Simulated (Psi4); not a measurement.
C2H6AlF (SMILES [CH3][Al]([CH3])[F]), singlet, geometry from GFN2-xTB (such geometries of metal compounds can be far from the true shape). Base run: B3LYP/def2-SVP run with Psi4.

The Psi4 input:
```
memory 2 GB

molecule mol {
0 1
  Al   -0.018736    0.011285   -0.019500
  C     1.828683   -0.139417   -0.741586
  H     2.237128   -1.149097   -0.657669
  H     2.534954    0.519678   -0.230458
  H     1.842922    0.133997   -1.801557
  C    -0.744254   -0.523133    1.752979
  H    -1.557859   -1.247097    1.644749
  H    -1.172839    0.335368    2.279206
  H     0.003485   -0.968525    2.411143
  F    -1.127866    0.689364   -1.051142
}

set basis def2-svp
set reference rks

energy('b3lyp')
print_variables()
```

Each row names what was changed in the base input (with any setting that the change needs).

```csv
change,ΔE vs base (µEh),SCF cycles,grid points,basis functions
base,0.0,8,216836,90
guess = modhuckel,0.0,9,216836,90
dft_nuclear_scheme = becke,140,8,215127,90
scf_type = dfdirj+link,-37.0,8,216836,90
guess = sadno,0.0,9,216836,90
damping_percentage = 20,0.2,19,216836,90
d_convergence = 1e-10,0.0,13,216836,90
df_basis_scf = def2-universal-jkfit,0.0,8,216836,90
scf_initial_accelerator = none,0.0,8,216836,90
basis_guess = sto-3g,0.0,7,216836,90
scf_initial_accelerator = ediis,0.0,8,216836,90
dft_spherical_points = 110,452,8,79036,90
scf_type = cd,-665,8,216836,90
```
